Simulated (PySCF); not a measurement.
B3LYP on Li (lithium, neutral), [He] 3d1, 2D determinant (an excited configuration). All numbers are calculated (PySCF 2.14, no relativity, point nucleus, in dyall-av3z (15s9p3d, 57 functions)).

```
cycle= 1 E= -7.32092255801941  delta_E= -0.00106  |g|= 0.00492  |ddm|= 0.0505
cycle= 2 E= -7.3209267362214  delta_E= -4.18e-06  |g|= 0.000666  |ddm|= 0.0114
cycle= 3 E= -7.32092693031459  delta_E= -1.94e-07  |g|= 7.1e-05  |ddm|= 0.00287
cycle= 4 E= -7.32092694872413  delta_E= -1.84e-08  |g|= 1.11e-05  |ddm|= 0.00136
cycle= 5 E= -7.32092694918438  delta_E= -4.6e-10  |g|= 1.13e-07  |ddm|= 0.000251
converged SCF energy = -7.32092694918438  <S^2> = 0.75000098  2S+1 = 2.000001
```

Highest occupied orbital energy: 0.293 eV; ⟨L²⟩ = 6.00; populations by l: s 2.00, p 0.00, d 1.00.

(1) Can this result be used?

Results:

(1) Not for this state. Self-consistency was reached. The outer electron is Rydberg-like, and this basis confines it to a smaller radius and binds it less than a complete one would. At B3LYP the highest occupied level has a positive energy, so only the finite basis holds that electron; for this excited configuration the basis is too tight for the outer shell.
